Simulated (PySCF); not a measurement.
Species: BrF2HSi.
Z-matrix (Å and degrees, PBE0-D3(BJ)/def2-SVP geometry), rows numbered from 1:
```
F 
Si  1  1.6048
F   2  1.6047  1  107.09
Br  2  2.1867  1  109.09  3   118.05
H   2  1.4713  1  109.82  3  -119.17
```

The calculation used EOM-IP-CCSD/aug-cc-pVDZ in PySCF, restricted Hartree–Fock reference, frozen core, non-relativistic, gas phase, PBE0-D3(BJ)/def2-SVP geometry.

The vertical ionisation energies are 11.81, 11.86, 13.31, 15.17, 15.62, 16.03, 16.97, 17.33 eV.

Problem. Which Hartree–Fock orbital leads each hole, and what is its Koopmans value −ε?

Solution. 
```csv
leading hole (HF orbital),Koopmans (eV),EOM-IP-CCSD (eV),change (eV),one-hole share
HOMO,12.33,11.81,-0.52,0.96
HOMO-1,12.41,11.86,-0.55,0.96
HOMO-2,14.06,13.31,-0.75,0.96
HOMO-3,16.47,15.17,-1.30,0.94
HOMO-4,18.05,15.62,-2.43,0.94
HOMO-5,18.50,16.03,-2.47,0.94
HOMO-6,19.24,16.97,-2.27,0.94
HOMO-7,19.50,17.33,-2.17,0.94
```

Problem. Does the order of the lines follow the orbital energies?

Solution. Yes, no two lines change places. The corrections run from -2.47 to -0.52 eV, with a mean of -1.56 eV over the 8 lines; no line lies above its Koopmans value.

Problem. At what kinetic energies would He I light (21.22 eV) eject these electrons?

Solution. 9.41 eV (HOMO), 9.36 eV (HOMO-1), 7.91 eV (HOMO-2), 6.05 eV (HOMO-3), 5.60 eV (HOMO-4), 5.19 eV (HOMO-5), 4.25 eV (HOMO-6), 3.89 eV (HOMO-7).

Problem. What total energy has the lowest final state, and which wavelength reaches it?

Solution. E(CCSD) + ionisation energy = -3061.64332 + 0.43390 = -3061.20942 Eh, at the geometry of the initial state. The threshold wavelength is 1239.84 eV nm/11.81 eV = 105.0 nm.

Lines less than 0.15 eV apart could change places at a higher level. One root was sought for each valence orbital with −ε under 21 eV, eight at most, so deeper holes and satellites are missing; no vibrational structure.
